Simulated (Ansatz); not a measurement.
Start from `[NH2][AlH][GaH2]` and change one atom or group to get `[NH2][AlH][AlH2]`.

Ansatz, PBE0-D4/def2-TZVP geometries, multiplicity 1. Each molecule was computed in one conformer, which needn't be the lowest.

Scalar relativity is left out up to krypton.

```
                                          property  `[NH2][AlH][GaH2]`
               LUMO energy (B3LYP/def2-TZVPP) / eV               -2.30
size of the dipole moment (ωB97M-V/def2-TZVPP) / D                1.57
             HOMO energy (ωB97M-V/def2-TZVPP) / eV               -8.88
    zero-point energy (PBE0-D4/def2-TZVP) / kJ/mol               119.9
                LUMO energy (PBE0/def2-TZVPP) / eV               -2.07
               HOMO–LUMO gap (PBE/def2-TZVPP) / eV                3.01
```

Task: What does the change do to each property? (An estimate is asked.)

Result: Computed: 
```
                                          property  `[NH2][AlH][AlH2]`  shift
               LUMO energy (B3LYP/def2-TZVPP) / eV               -2.55  -0.25
size of the dipole moment (ωB97M-V/def2-TZVPP) / D                1.34  -0.23
             HOMO energy (ωB97M-V/def2-TZVPP) / eV               -8.74   0.14
    zero-point energy (PBE0-D4/def2-TZVP) / kJ/mol               120.2    0.3
                LUMO energy (PBE0/def2-TZVPP) / eV               -2.40  -0.33
               HOMO–LUMO gap (PBE/def2-TZVPP) / eV                2.68  -0.33
```

With PBE0 the HOMO rises by 0.07 eV and the LUMO falls by 0.33 eV, so the gap narrows by about 0.40 eV. PBE moves the HOMO by 0.07 eV and ωB97M-V by 0.14 eV. Dipoles are sizes alone; their direction can turn.

B3LYP here is the variant with VWN-RPA as its local correlation; programs differ in this.
